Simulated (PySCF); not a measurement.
**Dipole response of Fe(3+) (iron, charge +3)**

[Ar] 3d5, high-spin 6S determinant. Computed with PySCF 2.14 in def2-QZVPPD (11s6p5d4f2g, 100 functions), with no relativity, point nucleus. Coupled (time-dependent) response in atomic units; α is the mean over directions.

| method | mean α (bohr³) | C₆ (like pair) | S(−4) |
| --- | --- | --- | --- |
| wB97X | 1.818 | 4.407 | 1.071 |

S(−4) is the Cauchy moment in α(ω) = α(0) + S(−4) ω² + …

α(iu) at wB97X:

| u (hartree) | α(iu) (bohr³) |
| --- | --- |
| 0 | 1.818 |
| 0.0500 | 1.815 |
| 0.100 | 1.808 |
| 0.200 | 1.777 |
| 0.300 | 1.731 |
| 0.500 | 1.608 |
| 0.750 | 1.440 |
| 1.00 | 1.281 |
| 1.50 | 1.017 |
| 2.00 | 0.8163 |
| 3.00 | 0.5482 |
| 5.00 | 0.2883 |

A single London oscillator, α(iu) = α/(1 + u²/ω²), gives C₆ = (3/4) ω α². Matching the computed C₆ needs ω = 4 × 4.407 / (3 × 1.818²) = 1.78 hartree.

For an ion, C₆ is the dispersion term alone; charge-induced terms of lower order in 1/R come first.
